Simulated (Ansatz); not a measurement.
The first iterations of a band of H2 + H2O2Zn (7 atoms, charge 0, multiplicity 1).

Level of theory: RKS B3LYP-D4/def2-SVP in Ansatz 0.2.0.

```yaml
movable_images: 6
climbing_image: no
spring: 5.0 eV/Å²
optimiser: quadratic models (default)
start_path: through a guess of the saddle point
force_threshold: 0.05 eV/Å
iteration_limit: 60
end_points: relaxed
```

First end point:

```xyz
7
Properties=species:S:1:pos:R:3
Zn -0.510 -0.011 -0.167
O -0.268 0.321 1.567
H -0.507 -0.414 2.147
O -0.830 -0.197 -1.900
H -0.054 -0.456 -2.416
H 2.615 -0.813 1.818
H 1.932 -0.471 1.779
```

Last end point:

```xyz
7
Properties=species:S:1:pos:R:3
Zn 1.347 -0.290 0.021
O -0.057 0.042 1.702
H -0.696 -0.044 0.948
O -0.332 -0.402 -0.716
H -0.499 -0.334 -1.661
H 2.862 -0.318 0.235
H -0.247 -0.694 2.299
```

| iteration | highest image above the first end (eV) | largest band force component (eV/Å) |
| --- | --- | --- |
| 1 | 5.410 | 33.187 |
| 2 | 1.366 | 4.676 |
| 3 | 0.719 | 1.934 |
| 4 | 0.946 | 3.533 |

Problem. Does the band converge within its limit, and where does its top end?

Solution. The forces met the threshold. It ended after 12 iterations with the highest image 0.383 eV above the first end. No image climbed, so the highest image needn't sit at the top of the path. The orbitals stay closed-shell, which can raise the energy where a bond breaks towards radicals; this wasn't checked here.

The run took 3.3 min on 1 thread of Arm Neoverse V2 (shared host), peak memory 0.15 GiB.
